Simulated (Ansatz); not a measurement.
Ansatz (a quantum-chemistry and plane-wave program) input for CBr, SMILES [C]Br (connectivity only; charge and spin as stated), neutral, multiplicity 2, B3LYP-D3(BJ)/def2-TZVPD. 

Ansatz 0.2 input:
```yaml
crystal:
  periodic: [false, false, false]
  atoms:
    - {symbol: C, position_ang: [0.00000000, 0.00000000, -1.50374189]}
    - {symbol: Br, position_ang: [0.00000000, 0.00000000, 0.25778432]}
basis:
  gaussian:
    orbitals: def2-TZVPD
hamiltonian:
  xc: b3lyp
  dispersion: d3bj
magnetization: {spin_polarized: true, initial_magnetization: 1}
relax: {f_tol: 0.002, max_steps: 200}
```

Program output:

```
WARN ansatz: RAYON_NUM_THREADS=1 ignored (pool sized by the plan → 1); use --threads N
Functional definition: B3LYP
integrals: 0.02 GiB planned
630 factors; their error is unknown
mean field: 0.35 GiB planned
mean field evaluation 1: about -71075.8833 eV, gradient 2.6e1 eV
mean field evaluation 2: about -71067.7632 eV, gradient 4.4e1 eV
mean field evaluation 4: about -71079.4388 eV, gradient 1.2e0 eV
mean field evaluation 8: about -71079.7012 eV, gradient 8.6e-2 eV
mean field evaluation 16: about -71079.7012 eV, gradient 5.7e-5 eV
mean field -71079.70121930 eV, -2612.1308402573 hartree, gradient 5.7e-5 eV, S^2 0.755015; 0 other end points of the search recorded, 0 dependent functions left out
the calculation of the forces begins
reference -71079.70140873 eV, -2612.1308472187 hartree; 21, 20 occupied and 73, 74 virtual orbitals, 630 factors
relax step   1: F+E_penalty+E_count = -71079.75345379 eV  Δ(F+E_penalty+E_count) = +0.000e0 eV  max|allowed force component| = 1.590e0 eV/Å  Δτ_max = 0.0000 Å  (37 SCF iters, accepted)
these checks for a lower state are left out or cut short: starts, cluster_reference, orbital_swaps, neighbouring_geometries, increment
integrals: 0.02 GiB planned
630 factors; their error is unknown
mean field: 0.35 GiB planned
mean field -71079.73872602 eV, -2612.1322186038 hartree, gradient 1.4e-5 eV, S^2 0.755081; 0 other end points of the search recorded, 0 dependent functions left out
the calculation of the forces begins
reference -71079.73891745 eV, -2612.1322256387 hartree; 21, 20 occupied and 73, 74 virtual orbitals, 630 factors
relax step   2: F+E_penalty+E_count = -71079.79092431 eV  Δ(F+E_penalty+E_count) = -3.747e-2 eV  max|allowed force component| = 7.888e-1 eV/Å  Δτ_max = 0.0159 Å  (41 SCF iters, accepted)
these checks for a lower state are left out or cut short: starts, cluster_reference, orbital_swaps, neighbouring_geometries, increment
integrals: 0.02 GiB planned
630 factors; their error is unknown
mean field: 0.35 GiB planned
mean field evaluation 32: about -71079.7528 eV, gradient 1.5e-5 eV
mean field -71079.75279395 eV, -2612.1327355909 hartree, gradient 1.5e-5 eV, S^2 0.755157; 0 other end points of the search recorded, 0 dependent functions left out
the calculation of the forces begins
reference -71079.75298734 eV, -2612.1327426979 hartree; 21, 20 occupied and 73, 74 virtual orbitals, 630 factors
relax step   3: F+E_penalty+E_count = -71079.80495067 eV  Δ(F+E_penalty+E_count) = -1.403e-2 eV  max|allowed force component| = 7.509e-2 eV/Å  Δτ_max = 0.0166 Å  (41 SCF iters, accepted)
these checks for a lower state are left out or cut short: starts, cluster_reference, orbital_swaps, neighbouring_geometries, increment
integrals: 0.02 GiB planned
630 factors; their error is unknown
mean field: 0.35 GiB planned
mean field -71079.75294254 eV, -2612.1327410513 hartree, gradient 2.1e-5 eV, S^2 0.755166; 0 other end points of the search recorded, 0 dependent functions left out
the calculation of the forces begins
reference -71079.75313615 eV, -2612.1327481664 hartree; 21, 20 occupied and 73, 74 virtual orbitals, 630 factors
relax step   4: F+E_penalty+E_count = -71079.80509413 eV  Δ(F+E_penalty+E_count) = -1.435e-4 eV  max|allowed force component| = 1.058e-3 eV/Å  Δτ_max = 0.0019 Å  (41 SCF iters, accepted)
integrals: 0.02 GiB planned
630 factors; their error is unknown
mean field: 0.35 GiB planned
mean field -71079.75294254 eV, -2612.1327410513 hartree, gradient 2.1e-5 eV, S^2 0.755166; 1 other end points of the search recorded, 0 dependent functions left out
the calculation of the forces begins
reference -71079.75313615 eV, -2612.1327481664 hartree; 21, 20 occupied and 73, 74 virtual orbitals, 630 factors
Total energy: -71079.80528774 eV, -2612.1346647020 hartree
Atom 0 at     0.000000     0.000000    -1.538185 Å, force     0.000000    -0.000000     0.001058 eV/Å
Atom 1 at    -0.000000    -0.000000     0.292228 Å, force    -0.000000     0.000000    -0.001058 eV/Å
Dipole moment:     0.000000     0.000000     0.304792 e Å
```

The calculation finished and met its thresholds.

Cost: roughly 15 core-seconds.
